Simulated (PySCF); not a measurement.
These compounds are isomers of formula C$_{6}$H$_{13}$P.

A. `InChI=1S/C6H13P/c7-6-4-2-1-3-5-6/h6H,1-5,7H2`
B. `InChI=1S/C6H13P/c1-5-6(2,3)7-4/h4-5H2,1-3H3`
C. SMILES C(/C)=P/CC(C)C

Spectrum 1. ¹H NMR (500 MHz, computed): δ 8.26 (m, 1H), 8.17 (m, 1H), 1.65 (m, 2H), 1.27 (m, 6H), 0.97 (t, 3H). ¹³C{¹H} NMR (computed): δ 175.4 (CH2), 46.8 (C), 38.7 (CH2), 28.5 (CH3), 14.0 (CH3).

Spectrum 2. ¹H NMR (500 MHz, computed): δ 2.66 (m, 2H), 2.17 (m, 1H), 1.81 (m, 2H), 1.76 (m, 1H), 1.66 (m, 2H), 1.25 (m, 2H), 1.20 (m, 1H), 1.12 (m, 2H). ¹³C{¹H} NMR (computed): δ 36.7 (CH2), 31.7 (CH), 30.9 (CH2), 30.0 (CH2).

Spectrum 3. ¹H NMR (500 MHz, computed): δ 8.86 (m, 1H), 2.32 (m, 3H), 1.93 (m, 1H), 1.73 (m, 2H), 1.12 (d, 6H). ¹³C{¹H} NMR (computed): δ 198.4 (CH), 44.1 (CH2), 30.4 (CH), 26.2 (CH3), 21.9 (CH3).

PySCF calculation with shielding tensors at PBE0/pcSseg-1 (GIAO) and geometry: GFN2-xTB; a single conformation, in vacuum, non-relativistic, fast rotation and ring inversion assumed for equivalent nuclei.

δ = σ(ref) − σ, references computed at the same level: TMS for ¹H (σref 31.72), ¹³C (σref 186.93). Splittings of carbon signals by F and P are missing where no couplings were computed. Where no couplings were computed, multiplicities follow the n + 1 count of equivalent neighbours, and m marks all less simple cases (inequivalent or close neighbours, rings, F or P nearby). Shifts are as computed. Against solution values, carbons near 30 ppm lie about +3 ppm off and those near 130 ppm about +5 ppm. Of 1211 compounds with measured shifts, 218 miss one by over three times the rms of a fit or turn the order of signals round; such compounds aren't used in these exercises.

Question: Match each spectrum to its structure.

Answer: 1–B, 2–A, 3–C.

- Spectrum 1 (B): 5 ¹³C signals; δC 38.7 is an sp3 CH2; δC 28.5 is a methyl carbon.
- Spectrum 2 (A): 4 ¹³C signals; δC 36.7 is an sp3 CH2 in a ring; δC 30.9 is an sp3 CH2 in a ring.
- Spectrum 3 (C): 5 ¹³C signals; δC 30.4 is an sp3 CH; δC 26.2 is a methyl carbon.
